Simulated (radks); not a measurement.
These are the eigenvalues of the occupied orbitals of an atom or ion with whole-number occupations (hartree). Calculated with a radial shooting solver on a logarithmic mesh with Libxc functionals: scalar-relativistic Kohn-Sham, OLYP, spin-polarised, spherical densities, point nucleus.

orbital  eigenvalue
1s down   -1424.485
1s up     -1424.485
2s up     -227.3414
2s down   -227.3400
2p up     -203.8322
2p down   -203.8312
3s up     -49.02932
3s down   -49.02867
3p up     -41.52279
3p down   -41.52206
3d up     -30.75413
3d down   -30.75300
4s up     -10.28364
4s down   -10.28175
4p up      -7.84025
4p down    -7.83866
4d up      -4.30544
4d down    -4.30404
5s up      -1.90214
5s down    -1.88838
5p up      -1.29358
5p down    -1.27372
5d up      -0.54664

Which element is it, and in what charge state? The configuration may be excited. Open shells, if any, are filled with parallel spins first.

Answer. Z = 57, lanthanum, charge +2: La2+ in [Xe] 5d1. The list shows which subshells hold electrons but not how many an open one holds; the 1s level, -1424.5 hartree, gives Z - s = 53.4 by -(Z - s)^2/2, which with screening and relativity narrows Z to a few neighbours, and the depths of the outer levels then fix element, charge and occupations together.
